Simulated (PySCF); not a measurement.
A structure optimised at B3LYP-D3(BJ)/def2-SVP, used in a PySCF frequency run:

```xyz
9

Sb     0.0000     0.0000     0.4184
C      1.5908     0.0000    -1.0989
H      1.4969     0.8957    -1.7317
H      2.5768     0.0000    -0.6129
H      1.4969    -0.8957    -1.7317
C     -1.5908     0.0000    -1.0989
H     -1.4969     0.8957    -1.7317
H     -1.4969    -0.8957    -1.7317
H     -2.5768     0.0000    -0.6129
```
Charge 0, spin multiplicity 2.

**Question.** Write its SMILES, formula and point group.

**Answer.** [CH3][Sb][CH3], C2H6Sb, C2v

**Question.** What are its rotational constants (standard atomic weights)?

**Answer.** 7.8169, 5.8461, 3.4943 GHz
